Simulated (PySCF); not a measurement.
## Ionisation energy of Xe²⁺ by level of theory

Xe²⁺ [Kr] 4d10 5s2 5p4 [5p1/2^2 5p3/2^2, M_J = 2] → Xe³⁺ [Kr] 4d10 5s2 5p3 [5p1/2^2 5p3/2^1, M_J = 3/2], as a difference of total energies. Computed with PySCF 2.14 in x2c-QZVPPall-2c, with the two-component X2C-1e Hamiltonian. Correlated levels: [Ar] 3d10 frozen; the 32 highest virtual spinors dropped. "Screened" scales the spin-orbit matrix elements by Boettger's factors to mimic the two-electron term; Breit and QED terms are absent.

```json
{"method": "GHF (spin-free)", "ionisation energy (eV)": "29.223"}
{"method": "GMP2 (spin-free)", "ionisation energy (eV)": "30.351"}
{"method": "GHF (screened spin-orbit)", "ionisation energy (eV)": "29.684"}
{"method": "GMP2 (screened spin-orbit)", "ionisation energy (eV)": "30.758"}
```

Question: How much does correlation contribute at GMP2 (screened spin-orbit)?

Answer: 30.758 − (29.684) = 1.074 eV, measured against GHF (screened spin-orbit).

The spin-free rows relax to the high-spin LS determinant and lack the spin-orbit shift.

The labels give the starting determinants; with spin-orbit coupling the two ends relaxed to ⟨J²⟩ = 6.03, ⟨L²⟩ = 2.45, ⟨S²⟩ = 1.83 and ⟨J²⟩ = 3.76, ⟨L²⟩ = 0.21, ⟨S²⟩ = 3.53.

For comparison: 31.05 ± 0.04 eV (semi-empirical (NIST evaluation); NIST Atomic Spectra Database, ionization energies).
